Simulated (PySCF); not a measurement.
A PySCF script (with the pyscf-properties extension) for the NMR shieldings of SMILES CC(=S)C[S@+]1C[CH2][AlH2-]1, C5H11AlS2, on a GFN2-xTB geometry:

```python
import basis_set_exchange as bse
import numpy as np
from pyscf import gto, dft
from pyscf.prop import nmr

atoms = """
C     2.610407    0.840880   -0.001693
C     2.102582   -0.422062   -0.591518
S     3.084514   -1.560079   -1.206925
C     0.627055   -0.612564   -0.612939
S    -0.016389   -0.760599    1.106339
C    -1.744176   -1.219600    0.723857
C    -2.470714   -0.018426    0.103275
Al   -1.282034    1.394839    0.945076
H     2.168590    0.998464    0.984512
H     3.693982    0.824765    0.075871
H     2.309602    1.684885   -0.624870
H     0.125954    0.252943   -1.068740
H     0.360659   -1.531907   -1.134031
H    -1.717817   -2.120031    0.107775
H    -2.160590   -1.479781    1.697447
H    -2.413758   -0.092975   -0.994173
H    -3.539035   -0.102954    0.337484
H    -1.430562    1.670853    2.464526
H    -0.318075    2.262600    0.081866
"""
names = dict.fromkeys(["C", "S", "Al", "H"], "pcSseg-1")
basis = {el: gto.basis.parse(bse.get_basis(n, elements=[el], fmt="nwchem")) for el, n in names.items()}
mol = gto.M(atom=atoms, basis=basis, charge=0, verbose=0)
mf = dft.RKS(mol, xc="PBE0")
mf.grids.level = 2
mf.grids.alignment = dft.numint.BLKSIZE   # the property module wants whole blocks of grid points
mf.conv_tol = 1e-9
mf.kernel()

calc = nmr.RKS(mf)   # GIAO
C = mf.mo_coeff
Co = C[:, mf.mo_occ > 0]
resp = mf.gen_response(singlet=True, hermi=2)
def vind(x):   # induced exchange potential for any number of trial vectors
    d = np.einsum("pi,xij,qj->xpq", C, 2 * x.reshape(-1, C.shape[1], Co.shape[1]), Co, optimize=True)
    return np.einsum("xpq,pi,qj->xij", resp(d - d.transpose(0, 2, 1)), C, Co, optimize=True).ravel()
mo1, _ = nmr.rhf.solve_mo1(calc, with_cphf=vind)
sigma = calc.kernel(mo1)
for i, s in enumerate(sigma):   # ppm
    print("%2d %-2s %9.2f" % (i, mol.atom_pure_symbol(i), np.trace(s) / 3))
```

Task: Give the expected output.

Result: 
```
 0 C     144.46
 1 C     -82.13
 2 S    -598.27
 3 C     125.63
 4 S     497.57
 5 C     142.51
 6 C     177.68
 7 Al    376.95
 8 H      28.59
 9 H      28.49
10 H      28.64
11 H      26.23
12 H      27.65
13 H      28.20
14 H      28.16
15 H      30.09
16 H      30.59
17 H      26.65
18 H      26.77
```

These numbers come from an equivalent density-fitted implementation of the same equations, which agrees with the script to about 0.01 ppm for H and up to a few tenths of a ppm for heavy atoms, so last digits may differ.

Size and cost of the density-fitted run: 212 basis functions, 87 s wall time on 1 thread of an Arm Neoverse N1, shared host; peak memory 1 GiB.
